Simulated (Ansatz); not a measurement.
CH$_{7}$AlO$_{2}$Si. The species carries charge 0 and has multiplicity 1. The bonds changed during the relaxation, so this is another structure than the one it started from. All single points use the PBE0-D4/def2-TZVP geometry. It is one conformer, not always the lowest.

```xyz
12

O    -0.842   -0.645    0.767
C    -0.520    0.762    1.097
O     0.780    0.984    0.827
Si    1.405    0.556   -0.720
Al   -0.145   -1.335   -0.981
H    -1.780   -0.809    0.916
H    -0.713    0.880    2.167
H    -1.206    1.384    0.504
H     2.860    0.388   -0.457
H     1.279    1.773   -1.580
H    -1.443   -1.121   -1.892
H     0.325   -2.816   -0.646
```

(1) What is the dipole moment at B3LYP/def2-TZVPP? (An estimate is asked.)

(2) And with PBE, r2SCAN, ωB97M-V? (Best estimate.)

(3) Give the Mulliken charges with B3LYP, PBE, r2SCAN in def2-TZVPP. (Estimate.)

## Answers

(1) Computed: 3.64 D, with components (-2.70, 1.21, 2.12) D in this frame, pointing from negative to positive charge.

(2) Computed: PBE 3.60 D, r2SCAN 3.69 D, ωB97M-V 3.67 D.

(3) The calculation gave: 
```tsv
atom	B3LYP	PBE	r2SCAN
O1	-0.19	-0.14	-0.18
C2	0.10	0.06	0.20
O3	-0.37	-0.29	-0.38
Si4	0.24	0.17	0.22
Al5	0.29	0.20	0.34
H6	0.20	0.20	0.21
H7	0.12	0.12	0.07
H8	0.12	0.11	0.08
H9	-0.07	-0.06	-0.08
H10	-0.09	-0.08	-0.10
H11	-0.18	-0.15	-0.19
H12	-0.17	-0.14	-0.19
```

B3LYP here is the variant with VWN-RPA as its local correlation; programs differ in this.
